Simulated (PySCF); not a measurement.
BGeH3NO, BGeH4NSi, GeH4NSi, GeH4N2Si and others (calculated)

Calculation on a computer-drawn molecule: the log of a Hartree-Fock and frozen-core CCSD(T) single point meant for a local Hartree-Fock minimum, with one planted fault or none, to be diagnosed. Offsets are logged minus clean, where the clean run is the same molecule without the fault. The reference is restricted for singlets and unrestricted otherwise, and also for a bond in bohr or an excited solution. Adding or removing an electron swaps singlet and doublet. The excited solution moves the top pair (singlet) or top alpha electron (doublet) to the lowest empty orbital. Highest occupied and lowest empty are orbital energies over both spins, largest force is the largest gradient component, triples share is (T) over the correlation energy, the T1 limit is 0.02 restricted and 0.045 unrestricted, electrons count all cores, a negative frequency is imaginary (commonest isotopes), and the dipole is about the centre of nuclear charge; on germanium a core potential holds 10 electrons, which the energies leave out, and 3d is frozen in MP2 and coupled-cluster steps. Program: PySCF 2.14.0.

Common to all runs: logged SCF converged yes; possible faults no fault, one electron removed, one electron added, multiplicity raised by two, geometry at a saddle point, SCF held on an excited solution, minimal basis STO-3G, one bond length entered in bohr, all coordinates scaled.

(1) 
```xyz
7
formula=BGeH3NO meant_charge=-1 meant_multiplicity=1 meant_basis=aug-cc-pVDZ meant_basis_and_core_potential_on_germanium=aug-cc-pVDZ-PP_ECP10MDF logged_electrons=55 logged_basis_functions=128 logged_spin_squared=0.7605 logged_highest_occupied=-10.974 logged_lowest_empty=-0.93486 logged_largest_force=0.07631 logged_T1_diagnostic=0.019624 logged_D1_diagnostic=0.061928 logged_triples_share=0.038117 logged_CC_converged=yes logged_dipole_magnitude=1.7389 logged_SCF_stable_within_its_kind=yes logged_energy_HF=-449.11511 logged_energy_CCSD(T)=-449.70464 planted_fault=one_electron_removed HF_energy_offset_from_clean_run=41.78 CCSD(T)_energy_offset_from_clean_run=58.72
N     -1.5202    -0.9893    -2.2847
B     -0.8986    -0.4132    -1.3640
Ge     0.1585     0.7514     0.1293
O     -0.9433     0.3569     1.6126
H     -2.0124    -1.4582    -2.9930
H      1.2593    -0.4081     0.3539
H     -1.0952    -0.5670     1.7088
```

Units: logged_highest_occupied, logged_lowest_empty in eV; logged_largest_force in hartree/bohr; logged_dipole_magnitude in debye; logged_energy_HF, logged_energy_CCSD(T) in hartree; HF_energy_offset_from_clean_run, CCSD(T)_energy_offset_from_clean_run in kcal/mol.

Drawn bonds:
```csv
atom,other atom,order
1,2,2
2,3,1
3,4,1
1,5,1
3,6,1
4,7,1
```

(2) 
```xyz
8
formula=BGeH4NSi meant_charge=0 meant_multiplicity=1 meant_basis=cc-pV(D+d)Z meant_basis_and_core_potential_on_germanium=cc-pVDZ-PP_ECP10MDF logged_electrons=62 logged_basis_functions=94 logged_spin_squared=0 logged_highest_occupied=-6.2812 logged_lowest_empty=-2.364 logged_largest_force=0.052334 logged_dipole_magnitude=0.79758 logged_SCF_stable_within_its_kind=no logged_energy_HF=-663.55331 planted_fault=SCF_held_on_an_excited_solution HF_energy_offset_from_clean_run=110
N     -2.5561    -0.5129    -2.5424
B     -2.2711    -0.5178    -1.3465
Ge    -1.6909    -0.5426     0.6271
Si     0.6881    -1.1673     0.6977
H     -2.8111    -0.5061    -3.4943
H     -2.5783    -1.5490     1.3728
H     -1.9584     0.8492     1.2136
H      0.3727    -2.5859     0.2732
```

Units: logged_highest_occupied, logged_lowest_empty in eV; logged_largest_force in hartree/bohr; logged_dipole_magnitude in debye; logged_energy_HF in hartree; HF_energy_offset_from_clean_run in kcal/mol.

Drawn bonds:
```csv
atom,other atom,order
1,2,2
2,3,1
3,4,1
1,5,1
3,6,1
3,7,1
4,8,1
```

Notes: coupled-cluster numbers left out as unreliable.

(3) 
```xyz
8
formula=BGeH4NSi meant_charge=0 meant_multiplicity=1 meant_basis=cc-pV(D+d)Z meant_basis_and_core_potential_on_germanium=cc-pVDZ-PP_ECP10MDF logged_electrons=61 logged_basis_functions=94 logged_spin_squared=0.7737 logged_highest_occupied=-15.318 logged_lowest_empty=-6.8203 logged_largest_force=0.038163 logged_T1_diagnostic=0.02351 logged_D1_diagnostic=0.082752 logged_triples_share=0.037361 logged_CC_converged=yes logged_dipole_magnitude=6.2946 logged_SCF_stable_within_its_kind=yes logged_energy_HF=-663.44377 logged_energy_CCSD(T)=-663.90296 planted_fault=one_electron_removed HF_energy_offset_from_clean_run=178.7 CCSD(T)_energy_offset_from_clean_run=194.7
N     -2.5561    -0.5129    -2.5424
B     -2.2711    -0.5178    -1.3465
Ge    -1.6909    -0.5426     0.6271
Si     0.6881    -1.1673     0.6977
H     -2.8111    -0.5061    -3.4943
H     -2.5783    -1.5490     1.3728
H     -1.9584     0.8492     1.2136
H      0.3727    -2.5859     0.2732
```

Units: logged_highest_occupied, logged_lowest_empty in eV; logged_largest_force in hartree/bohr; logged_dipole_magnitude in debye; logged_energy_HF, logged_energy_CCSD(T) in hartree; HF_energy_offset_from_clean_run, CCSD(T)_energy_offset_from_clean_run in kcal/mol.

Drawn bonds:
```csv
atom,other atom,order
1,2,2
2,3,1
3,4,1
1,5,1
3,6,1
3,7,1
4,8,1
```

(4) 
```xyz
7
formula=BGeH3NO meant_charge=0 meant_multiplicity=2 meant_basis=cc-pVDZ meant_basis_and_core_potential_on_germanium=cc-pVDZ-PP_ECP10MDF logged_electrons=55 logged_basis_functions=80 logged_spin_squared=3.7764 logged_highest_occupied=-5.4243 logged_lowest_empty=0.094658 logged_largest_force=0.23009 logged_T1_diagnostic=0.01998 logged_D1_diagnostic=0.073643 logged_triples_share=0.027449 logged_CC_converged=yes logged_dipole_magnitude=2.9 logged_SCF_stable_within_its_kind=yes logged_energy_HF=-448.9516 logged_energy_CCSD(T)=-449.45894 planted_fault=multiplicity_raised_by_two HF_energy_offset_from_clean_run=108.9 CCSD(T)_energy_offset_from_clean_run=136.4
N     -0.1271    -2.3498     0.1142
B     -0.3567    -1.2458     0.5991
Ge    -0.8146     0.6298     1.2822
O      0.6663     1.2585     2.0523
H      0.0769    -3.2393    -0.2584
H     -1.9702     0.6269     2.2986
H      0.5545     2.0702     2.5263
```

Units: logged_highest_occupied, logged_lowest_empty in eV; logged_largest_force in hartree/bohr; logged_dipole_magnitude in debye; logged_energy_HF, logged_energy_CCSD(T) in hartree; HF_energy_offset_from_clean_run, CCSD(T)_energy_offset_from_clean_run in kcal/mol.

Drawn bonds:
```csv
atom,other atom,order
1,2,2
2,3,1
3,4,1
1,5,1
3,6,1
4,7,1
```

(5) 
```xyz
7
formula=GeH4NSi meant_charge=-1 meant_multiplicity=1 meant_basis=aug-cc-pV(D+d)Z meant_basis_and_core_potential_on_germanium=aug-cc-pVDZ-PP_ECP10MDF logged_electrons=58 logged_basis_functions=123 logged_spin_squared=0 logged_highest_occupied=-3.4758 logged_lowest_empty=3.6989 logged_largest_force=0.048122 logged_T1_diagnostic=0.023966 logged_D1_diagnostic=0.0737 logged_triples_share=0.047106 logged_CC_converged=yes logged_dipole_magnitude=3.2887 logged_SCF_stable_within_its_kind=yes logged_energy_HF=-639.04846 logged_energy_CCSD(T)=-639.51967 planted_fault=all_coordinates_scaled,by_+9.2_% HF_energy_offset_from_clean_run=24.08 CCSD(T)_energy_offset_from_clean_run=13.56
N     -1.4153     0.3744    -2.1027
Si    -0.1325     1.5786    -2.2784
Ge     1.8652     2.0483    -3.9605
H     -1.5336    -0.3005    -2.9623
H     -0.0713     2.5160    -0.9290
H      1.4838     3.7451    -4.0456
H      1.0287     1.5667    -5.4026
```

Units: logged_highest_occupied, logged_lowest_empty in eV; logged_largest_force in hartree/bohr; logged_dipole_magnitude in debye; logged_energy_HF, logged_energy_CCSD(T) in hartree; HF_energy_offset_from_clean_run, CCSD(T)_energy_offset_from_clean_run in kcal/mol.

Drawn bonds:
```csv
atom,other atom,order
1,2,2
2,3,1
1,4,1
2,5,1
3,6,1
3,7,1
```

Notes: T1 above single-reference limit.

(6) 
```xyz
8
formula=GeH4N2Si meant_charge=0 meant_multiplicity=1 meant_basis=cc-pV(D+d)Z meant_basis_and_core_potential_on_germanium=cc-pVDZ-PP_ECP10MDF logged_electrons=64 logged_basis_functions=94 logged_spin_squared=0 logged_highest_occupied=-8.6193 logged_lowest_empty=0.68017 logged_largest_force=2.57e-05 logged_lowest_frequency=89.366 logged_T1_diagnostic=0.022177 logged_D1_diagnostic=0.075106 logged_triples_share=0.03662 logged_CC_converged=yes logged_dipole_magnitude=1.141 logged_SCF_stable_within_its_kind=yes logged_energy_HF=-693.51288 logged_energy_CCSD(T)=-694.08921 planted_fault=no_fault HF_energy_offset_from_clean_run=0 CCSD(T)_energy_offset_from_clean_run=0
N     -0.4991     0.9419    -1.5743
Si    -0.0581    -0.2828    -0.6634
Ge     2.4286    -0.5894    -0.4815
N      2.6463     0.8364    -1.5533
H     -1.4601     1.1870    -1.7397
H     -1.0260    -1.1840     0.0319
H      3.5492     1.1766    -1.8261
H      1.8824     1.3687    -1.9381
```

Units: logged_highest_occupied, logged_lowest_empty in eV; logged_largest_force in hartree/bohr; logged_lowest_frequency in cm⁻¹; logged_dipole_magnitude in debye; logged_energy_HF, logged_energy_CCSD(T) in hartree; HF_energy_offset_from_clean_run, CCSD(T)_energy_offset_from_clean_run in kcal/mol.

Drawn bonds:
```csv
atom,other atom,order
1,2,2
2,3,1
3,4,1
1,5,1
2,6,1
4,7,1
4,8,1
```

Notes: T1 above single-reference limit.

(7) 
```xyz
8
formula=GeH4N2Si meant_charge=0 meant_multiplicity=1 meant_basis=cc-pV(D+d)Z meant_basis_and_core_potential_on_germanium=cc-pVDZ-PP_ECP10MDF logged_electrons=65 logged_basis_functions=94 logged_spin_squared=0.7645 logged_highest_occupied=-0.52325 logged_lowest_empty=7.349 logged_largest_force=0.054978 logged_T1_diagnostic=0.020523 logged_D1_diagnostic=0.088419 logged_triples_share=0.033044 logged_CC_converged=yes logged_dipole_magnitude=5.441 logged_SCF_stable_within_its_kind=yes logged_energy_HF=-693.52801 logged_energy_CCSD(T)=-694.10082 planted_fault=one_electron_added HF_energy_offset_from_clean_run=3.893 CCSD(T)_energy_offset_from_clean_run=-0.7562
N     -2.7099     1.0942     2.3844
Si    -1.8469     0.2584     1.3821
N     -0.1537     0.3407     1.3928
Ge     0.9382     1.3652     2.5165
H     -3.7089     1.0962     2.4361
H     -2.2673    -0.6817     0.3236
H      0.3104    -0.2331     0.7100
H      2.2760     0.8267     1.8305
```

Units: logged_highest_occupied, logged_lowest_empty in eV; logged_largest_force in hartree/bohr; logged_dipole_magnitude in debye; logged_energy_HF, logged_energy_CCSD(T) in hartree; HF_energy_offset_from_clean_run, CCSD(T)_energy_offset_from_clean_run in kcal/mol.

Drawn bonds:
```csv
atom,other atom,order
1,2,2
2,3,1
3,4,1
1,5,1
2,6,1
3,7,1
4,8,1
```

(8) 
```xyz
8
formula=CH4BGeN meant_charge=0 meant_multiplicity=1 meant_basis=cc-pVDZ meant_basis_and_core_potential_on_germanium=cc-pVDZ-PP_ECP10MDF logged_electrons=54 logged_basis_functions=85 logged_spin_squared=0 logged_highest_occupied=-8.1037 logged_lowest_empty=1.794 logged_largest_force=2.665e-05 logged_lowest_frequency=-560.91 logged_T1_diagnostic=0.018047 logged_D1_diagnostic=0.050477 logged_triples_share=0.036216 logged_CC_converged=yes logged_dipole_magnitude=4.7528 logged_SCF_stable_within_its_kind=yes logged_energy_HF=-412.67366 logged_energy_CCSD(T)=-413.1858 planted_fault=geometry_at_a_saddle_point HF_energy_offset_from_clean_run=12.29 CCSD(T)_energy_offset_from_clean_run=12.06
N     -1.8605    -0.0998     0.0000
B     -0.5379     0.2927     0.0000
C      0.8382     0.5509     0.0000
Ge     1.7321    -1.1559     0.0000
H     -2.1263    -1.0634     0.0000
H     -2.6167     0.5518     0.0000
H      1.3686     1.4907     0.0000
H      3.2024    -0.5669     0.0000
```

Units: logged_highest_occupied, logged_lowest_empty in eV; logged_largest_force in hartree/bohr; logged_lowest_frequency in cm⁻¹; logged_dipole_magnitude in debye; logged_energy_HF, logged_energy_CCSD(T) in hartree; HF_energy_offset_from_clean_run, CCSD(T)_energy_offset_from_clean_run in kcal/mol.

Drawn bonds:
```csv
atom,other atom,order
1,2,1
2,3,2
3,4,1
1,5,1
1,6,1
3,7,1
4,8,1
```

(9) 
```xyz
11
formula=B2GeH7N meant_charge=0 meant_multiplicity=1 meant_basis=cc-pVDZ meant_basis_and_core_potential_on_germanium=cc-pVDZ-PP_ECP10MDF logged_electrons=56 logged_basis_functions=100 logged_spin_squared=0 logged_highest_occupied=-5.0601 logged_lowest_empty=-2.9278 logged_largest_force=0.084583 logged_CC_converged=no logged_dipole_magnitude=2.9962 logged_SCF_stable_within_its_kind=no logged_energy_HF=-400.91458 planted_fault=SCF_held_on_an_excited_solution HF_energy_offset_from_clean_run=226.4
N      0.9331    -2.6782    -1.2819
B      0.9869    -1.5696    -0.4382
B      0.0367    -0.1656    -0.5643
Ge    -1.8323     0.0631     0.3534
H      0.3262    -2.7532    -2.0713
H      1.5121    -3.4817    -1.1539
H      1.7745    -1.6186     0.4800
H      0.4267     0.7988    -1.1703
H     -1.9585     1.4078     1.0870
H     -2.9183     0.0356    -0.7395
H     -2.1769    -1.0469     1.3593
```

Units: logged_highest_occupied, logged_lowest_empty in eV; logged_largest_force in hartree/bohr; logged_dipole_magnitude in debye; logged_energy_HF in hartree; HF_energy_offset_from_clean_run in kcal/mol.

Drawn bonds:
```csv
atom,other atom,order
1,2,1
2,3,1
3,4,1
1,5,1
1,6,1
2,7,1
3,8,1
4,9,1
4,10,1
4,11,1
```

Notes: CCSD not converged.

(10) 
```xyz
11
formula=B2GeH7N meant_charge=0 meant_multiplicity=1 meant_basis=cc-pVDZ meant_basis_and_core_potential_on_germanium=cc-pVDZ-PP_ECP10MDF logged_electrons=55 logged_basis_functions=100 logged_spin_squared=0.7717 logged_highest_occupied=-16.651 logged_lowest_empty=-7.693 logged_largest_force=0.072199 logged_T1_diagnostic=0.0255 logged_D1_diagnostic=0.13111 logged_triples_share=0.029717 logged_CC_converged=yes logged_dipole_magnitude=3.2944 logged_SCF_stable_within_its_kind=yes logged_energy_HF=-400.94726 logged_energy_CCSD(T)=-401.43862 planted_fault=one_electron_removed HF_energy_offset_from_clean_run=205.9 CCSD(T)_energy_offset_from_clean_run=216.5
N      0.9331    -2.6782    -1.2819
B      0.9869    -1.5696    -0.4382
B      0.0367    -0.1656    -0.5643
Ge    -1.8323     0.0631     0.3534
H      0.3262    -2.7532    -2.0713
H      1.5121    -3.4817    -1.1539
H      1.7745    -1.6186     0.4800
H      0.4267     0.7988    -1.1703
H     -1.9585     1.4078     1.0870
H     -2.9183     0.0356    -0.7395
H     -2.1769    -1.0469     1.3593
```

Units: logged_highest_occupied, logged_lowest_empty in eV; logged_largest_force in hartree/bohr; logged_dipole_magnitude in debye; logged_energy_HF, logged_energy_CCSD(T) in hartree; HF_energy_offset_from_clean_run, CCSD(T)_energy_offset_from_clean_run in kcal/mol.

Drawn bonds:
```csv
atom,other atom,order
1,2,1
2,3,1
3,4,1
1,5,1
1,6,1
2,7,1
3,8,1
4,9,1
4,10,1
4,11,1
```
